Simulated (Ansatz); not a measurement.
Species: H4GeO, charge 0, singlet. H4GeO (SMILES [OH][GeH3]).
B3LYP-D3(BJ)/def2-TZVP minimum from Ansatz (a quantum-chemistry and plane-wave program):
```
Ge
O 1 1.7950
H 2 0.9620 1 112.92
H 1 1.5318 2 104.05 3 -180.00
H 1 1.5422 4 111.57 2 -118.40
H 1 1.5422 4 111.57 5 -123.20
```

Total energies in cc-pVTZ, 14 correlated electrons, 15 frozen orbitals. Radicals and triplets start from unrestricted determinants; spin-orbit coupling is neglected. Correlated methods leave the cores frozen (noble-gas shells, and filled d and f shells in the p block). No relativity.

```csv
method,program,energy (Eh),minus CCSDT(Q) (mEh)
HF,Ansatz,-2152.63990,412.18
MP2,Ansatz,-2153.01609,35.99
CCSD,Ansatz,-2153.03844,13.64
CCSD(T),Ansatz,-2153.05097,1.11
CCSDT(Q),Ansatz,-2153.05207,0.00
```

Rough core times of Ansatz's runs on a shared machine: CCSD(T) under 20 s, CCSDT(Q) 20 min.
